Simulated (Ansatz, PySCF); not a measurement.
Spin gap between two states, R1 and P1; the higher of the two is an excited state, each structure at its B3LYP-D3(BJ)/def2-TZVP stationary point, reached from a drawn start (curvature not checked).
R1, F2Si (SMILES F[Si]F) (charge 0, multiplicity 1):
```
atom    x (Å)   y (Å)    z (Å)
----  -------  ------  -------
Si     0.0000  0.0000  -0.6841
F      1.2394  0.0000   0.3420
F     -1.2394  0.0000   0.3420
```
P1, F2Si (SMILES F[Si]F) (charge 0, multiplicity 3):
```xyz
3

Si     0.0000     0.0000    -0.5838
F      1.3459     0.0000     0.2919
F     -1.3459     0.0000     0.2919
```

```tsv
level	spin gap (eV)	minus CCSD(T)/cc-pV(Q+d)Z
HF/cc-pV(D+d)Z	2.335	-0.846
SVWN5/def2-TZVPP	3.262	0.081
PBE-D3(BJ)/def2-TZVPP	3.018	-0.163
PBE-D4/def2-TZVPP	3.018	-0.163
BLYP-D3(BJ)/def2-TZVPP	3.219	0.038
revPBE-D4/def2-TZVPP	2.943	-0.238
r2SCAN-D4/def2-TZVPP	2.754	-0.427
PBE0/def2-TZVPP	2.945	-0.236
BHLYP/def2-TZVPP	3.109	-0.072
BHLYP-D4/def2-TZVPP	3.109	-0.072
CAM-B3LYP-D3(BJ)/def2-TZVPP	3.194	0.013
B2PLYP-D4/def2-TZVPP	3.167	-0.013
MP2/cc-pV(D+d)Z	3.003	-0.178
CCSD(T)/cc-pV(Q+d)Z	3.181	0.000
```

 The comparison column counts from a level with limits of its own.

P less R. No zero-point or thermal terms; singlets are restricted closed shells; open shells are unrestricted.

Frozen-core correlation throughout.

Codes used: Ansatz (a quantum-chemistry and plane-wave program) with Gaussian orbitals; PySCF for the D3/D4 terms. Each number belongs to the level named beside it.
